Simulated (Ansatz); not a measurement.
Reaction (ligand exchange at the Si–C bond): `[SiH3][SiH2][CH2][GaH2]` + `[NH2][AlH][OH]` → `[NH2][AlH][O][SiH2][SiH3]` + `[CH3][GaH2]`

Program: Ansatz. Geometries: PBE0-D4/def2-TZVP. ΔE: electronic, gas phase. CBS: MP2 limit from def2 TZ/QZ plus the TZ coupled-cluster correction, frozen cores. This one scheme is used for every species. Functionals use def2-TZVPP. For Ga outer-core shells are correlated without core-valence functions, which leaves a few kJ/mol of doubt a bond. Scalar relativity is left out up to krypton. Each species was taken in one conformer, which may not be the lowest.

`[SiH3][SiH2][CH2][GaH2]`:

Z-matrix (Å, degrees):
```
Si
Si 1 2.341
H 1 1.489 2 110.0
H 1 1.489 2 111.5 3 -120.5
H 1 1.489 2 110.0 3 119.0
C 2 1.874 1 112.6 3 -59.4
H 2 1.493 1 108.9 3 178.5
H 2 1.493 1 108.8 3 62.7
Ga 6 1.968 2 110.9 1 179.4
H 6 1.094 2 108.5 1 58.5
H 6 1.094 2 108.5 1 -59.6
H 9 1.570 6 119.6 2 88.8
H 9 1.570 6 119.5 2 -89.4
```

`[NH2][AlH][OH]`:

Cartesian coordinates in Å:
```
N 1.284 -0.338 0.149
Al -0.447 -0.035 0.253
O -1.164 0.770 -1.058
H 1.873 -0.071 -0.623
H 1.823 -0.805 0.860
H -1.275 -0.500 1.515
H -2.094 0.980 -1.097
```

`[NH2][AlH][O][SiH2][SiH3]`:

Cartesian coordinates in Å:
```
N -1.264 1.940 -0.810
Al -1.496 0.348 -1.525
O -0.467 -0.907 -1.052
Si 0.733 -1.579 -0.183
Si 1.221 -0.269 1.704
H -0.547 2.185 -0.146
H -1.837 2.742 -1.017
H -2.631 0.078 -2.577
H 1.962 -1.706 -1.018
H 0.341 -2.948 0.252
H 1.534 1.130 1.289
H 0.056 -0.211 2.632
H 2.393 -0.803 2.451
```

`[CH3][GaH2]`:

Z-matrix (Å, degrees):
```
C
Ga 1 1.966
H 1 1.092 2 111.3
H 1 1.096 2 108.8 3 117.6
H 1 1.090 2 112.4 3 -123.0
H 2 1.574 1 121.1 3 142.3
H 2 1.575 1 120.1 3 -38.7
```

```json
{"level": "PBE", "ΔE (kcal/mol)": "-19.9"}
{"level": "HF/CBS(def2)", "ΔE (kcal/mol)": "-28.7"}
```

What does CCSD(T)/CBS give? (An estimate is asked.)

The calculation gave: -22.0 kcal/mol. The listed levels differ from it by 2.1, -6.7 kcal/mol.

Largest T1 diagnostic among the species: 0.013.

In def2-TZVPP, CCSD(T) changes the Hartree–Fock value by +5.9 kcal/mol (the triples alone add +0.8 kcal/mol) and MP2 by +6.3 kcal/mol. From PBE to PBE0 (25 % exact exchange), in def2-TZVPP and without D4, ΔE moves by −1.0 kcal/mol.
